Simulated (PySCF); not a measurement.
**Spinor energies of Sc⁺ (scandium, charge +1)**

Start: [Ar] 3d2; 3d5/2 filled at m_j = +3/2, +5/2. Calculated with PySCF 2.14 in x2c-TZVPall-2c: generalised Hartree-Fock with the X2C-1e Hamiltonian and a Gaussian nucleus; one run each with spin-orbit coupling (SO) switched off, then screened by Boettger's factors. This is a chosen level, not necessarily the ground level.

```
spinor shell  electrons  ε, spin-free (eV)  ε, screened SO (eV)  weight of nominal j (screened SO)  rms radius, screened SO (bohr)
       1s1/2          2            -4541.8              -4541.8                              1.000                          0.0844
       2s1/2          2            -525.68              -525.68                              1.000                           0.370
       2p1/2          2            -428.49              -431.62                              0.998                           0.338
       2p3/2          4            -428.49              -426.96                              0.999                           0.341
       3s1/2          2            -72.414              -72.422                              1.000                            1.17
       3p3/2          4            -45.315              -45.742                              0.857                            1.30
       3p1/2          2            -45.315              -44.492                              0.714                            1.29
       3d5/2          2            -12.298              -12.295                              0.898                            2.15
```

```tsv
quantity	spin-free	screened SO
E (hartree)	-763.03913	-763.04342
M_J	4	4
⟨J²⟩	20.004	20.004
⟨L²⟩	12.004	12.004
⟨S²⟩	2.001	2.001
```

Each row is a mean over spinors that exchange with the open shell spreads, by up to 5.554 eV (3p3/2).

Rows whose weight is well below 1 are mixtures of j = l ± 1/2: exchange outweighs spin-orbit coupling there, and the label is only the starting occupation.

Without spin-orbit coupling the j labels of p, d and f shells carry no meaning; the spin-free column gives the mean over the occupied spinors of each nl shell.
